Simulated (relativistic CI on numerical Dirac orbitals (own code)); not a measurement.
Ag2+: L-alpha,beta X-ray emission

Computed with this model: Dirac-Coulomb-Breit CI, KLI orbitals optimised for each configuration, a model potential for QED, multiplet model of X-ray emission after core ionisation, unscaled Slater integrals; configurations [Kr] 4d9 → [He] 2s2 2p5 3s2 3p6 3d10 4s2 4p6 4d9 → [Ar] 3d9 4s2 4p6 4d9; 300 K; Lorentzian 2 eV and Gaussian 0.6 eV FWHM. Energies are those of the free ion, without screening or charge transfer. S is read from ⟨S²⟩ = S(S + 1).

Field parameters in Wybourne normalisation: Oh B⁴₀ = 21Dq, B⁴₄ = √(5/14) B⁴₀. The field is a parameter set, without covalency.

free ion: ground-state S = 0.50, centroid 3041.87 eV. Peaks (eV, height): 2979.2 (14), 2985.4 (100), 3151.2 (64), 3157.0 (8).

Oh, 10Dq = 4700 cm⁻¹: ground-state S = 0.50, centroid 3041.90 eV. Peaks (eV, height): 2979.0 (13), 2985.4 (100), 3151.8 (54), 3156.4 (7).

Oh, 10Dq = 21300 cm⁻¹: ground-state S = 0.50, centroid 3041.88 eV. Peaks (eV, height): 2985.4 (100), 3151.8 (57).

Oh, 10Dq = 37900 cm⁻¹: ground-state S = 0.50, centroid 3041.88 eV. Peaks (eV, height): 2985.2 (100), 3151.6 (49).

Strongest unbroadened transitions for Oh, 10Dq = 4700 cm⁻¹:

```
Energy (eV)  Relative strength
    2984.29               26.8
    2985.36               34.9
    2985.37               25.4
    2985.44               27.8
    2985.45              100.0
    2985.48               46.0
    2985.49               85.0
    2985.52               32.0
    2986.24               25.5
    2986.37               23.5
    2986.59               33.4
    3150.86               44.8
    3150.95               31.6
    3151.92               36.6
    3152.18               38.4
    3152.38               34.7
    3152.48               44.3
    3152.66               27.8
```
